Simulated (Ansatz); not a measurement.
Results of the Gaussian-basis code of Ansatz.

A structure relaxed at PBE0-D4/def2-TZVP, charge 0, multiplicity 1:

```xyz
12

C     1.316   -1.442    0.224
Al   -0.010   -0.013    0.006
C     0.422    1.759    0.731
Ga   -2.196   -0.414   -1.193
H     1.091   -2.356   -0.329
H     2.309   -1.096   -0.084
H     1.399   -1.710    1.284
H     1.082    1.694    1.602
H     0.958    2.340   -0.030
H    -0.458    2.343    1.011
H    -3.517   -0.908   -0.470
H    -2.396   -0.200   -2.751
```

Problem. Give its formula and SMILES.

Solution. C2H8AlGa, `[CH3][Al]([CH3])[GaH2]`.

Problem. Summarise the bond lengths by kind.

Solution. 2 × Al–C 1.962 Å; 6 × C–H 1.092 to 1.097 Å; 1 × Al–Ga 2.525 Å; 2 × Ga–H 1.585 Å.
